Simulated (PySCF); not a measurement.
C2H9BO2Si, SMILES B(O)(C[SiH2]C)O.

Coordinates come from a B3LYP-D3(BJ)/def2-SVP optimisation. The structure was generated by enumeration, and PubChem lists no compound with its InChIKey, so it may never have been made. Other conformers were not sampled.

Method: M06-2X/def2-TZVP run with PySCF.

The molecule is in vacuum.

Q: Estimate the frontier levels, gap, dipole moment and polarisability. (Estimate from the structure and the level; the computed values follow.)

A: 
```yaml
highest_occupied_level: -9.80 eV
lowest_empty_level: 0.88 eV
orbital_gap: 10.68 eV
dipole_moment: 2.58 D
quadrupole, principal values (traceless, Buckingham form, about the centre of nuclear charge): -14.39, 3.22, 11.17 D·Å
mean_static_polarisability: 70.3 bohr³ (10.41 Å³)
polarisability_principal_values: 63.1, 72.1, 75.6 bohr³
```
